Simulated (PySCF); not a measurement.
C6H9F.
SMILES with atom numbers: `[CH2:1]=[C:2]1[CH2:3][CH2:4][C@@H:5]1[CH2:6][F:7]` (hydrogens: H8, H9 on C1; H10, H11 on C3; H12, H13 on C4; H14 on C5; H15, H16 on C6)

The geometry is computed with GFN2-xTB (gas phase).

(1) Give the optimised bond lengths and angles.

Results:

(1) 
```json
{"bond": "C1=C2", "length (bohr)": "2.487", "order": "double"}
{"bond": "C2–C3", "length (bohr)": "2.844", "order": "single"}
{"bond": "C3–C4", "length (bohr)": "2.910", "order": "single"}
{"bond": "C4–C5", "length (bohr)": "2.917", "order": "single"}
{"bond": "C5–C6", "length (bohr)": "2.871", "order": "single"}
{"bond": "C6–F7", "length (bohr)": "2.600", "order": "single"}
{"bond": "C2–C5", "length (bohr)": "2.854", "order": "single"}
{"bond": "C1–H8", "length (bohr)": "2.035", "order": "single"}
{"bond": "C1–H9", "length (bohr)": "2.035", "order": "single"}
{"bond": "C3–H10", "length (bohr)": "2.059", "order": "single"}
{"bond": "C3–H11", "length (bohr)": "2.058", "order": "single"}
{"bond": "C4–H12", "length (bohr)": "2.055", "order": "single"}
{"bond": "C4–H13", "length (bohr)": "2.054", "order": "single"}
{"bond": "C5–H14", "length (bohr)": "2.065", "order": "single"}
{"bond": "C6–H15", "length (bohr)": "2.070", "order": "single"}
{"bond": "C6–H16", "length (bohr)": "2.069", "order": "single"}
```

Orders are formal, as drawn. A selection of angles:
```json
{"angle": "C2–C1–H8", "degrees": "121.6"}
{"angle": "C2–C1–H9", "degrees": "121.9"}
{"angle": "H8–C1–H9", "degrees": "116.6"}
{"angle": "C1–C2–C3", "degrees": "134.1"}
{"angle": "C1–C2–C5", "degrees": "133.3"}
{"angle": "C3–C2–C5", "degrees": "92.6"}
{"angle": "C2–C3–C4", "degrees": "88.9"}
{"angle": "C2–C3–H10", "degrees": "114.4"}
{"angle": "C2–C3–H11", "degrees": "114.3"}
{"angle": "C4–C3–H10", "degrees": "115.1"}
{"angle": "C4–C3–H11", "degrees": "114.9"}
{"angle": "H10–C3–H11", "degrees": "108.4"}
{"angle": "C3–C4–C5", "degrees": "89.9"}
{"angle": "C3–C4–H12", "degrees": "114.5"}
{"angle": "C3–C4–H13", "degrees": "114.7"}
{"angle": "C5–C4–H12", "degrees": "113.7"}
{"angle": "C5–C4–H13", "degrees": "114.3"}
{"angle": "H12–C4–H13", "degrees": "108.9"}
{"angle": "C4–C5–C6", "degrees": "116.0"}
{"angle": "C4–C5–H14", "degrees": "114.1"}
{"angle": "C6–C5–H14", "degrees": "108.7"}
{"angle": "C2–C5–C4", "degrees": "88.6"}
{"angle": "C2–C5–C6", "degrees": "114.3"}
{"angle": "C2–C5–H14", "degrees": "114.2"}
{"angle": "C5–C6–F7", "degrees": "110.7"}
{"angle": "C5–C6–H15", "degrees": "111.1"}
{"angle": "C5–C6–H16", "degrees": "111.4"}
{"angle": "F7–C6–H15", "degrees": "106.7"}
{"angle": "F7–C6–H16", "degrees": "106.8"}
{"angle": "H15–C6–H16", "degrees": "109.9"}
```

Dihedral angles: C1–C2–C3–C4 -179° (antiperiplanar); C2–C3–C4–C5 0° (synperiplanar); C3–C4–C5–C6 117° (anticlinal); C4–C5–C6–F7 75° (synclinal); C1–C2–C5–C4 179° (antiperiplanar).

The 6 C–C bonds span 1.316 Å (C1=C2, drawn double) to 1.544 Å (C4–C5, drawn single), a spread of 0.228 Å. The 4-membered ring C2–C3–C4–C5 has internal angles of 88.6° to 92.6°; it is planar, 0.00 Å rms from its mean plane, widest ring torsion 0°. Of the pairs four or more bonds apart, H12···H16 is among the closest relative to their van der Waals radii: 2.51 Å, 104 % of the sum of Bondi's values.

Point group: C1 (no symmetry element, even within 0.4 Å). GFN2-xTB frequencies: not computed here. The numbers are those of one conformer.
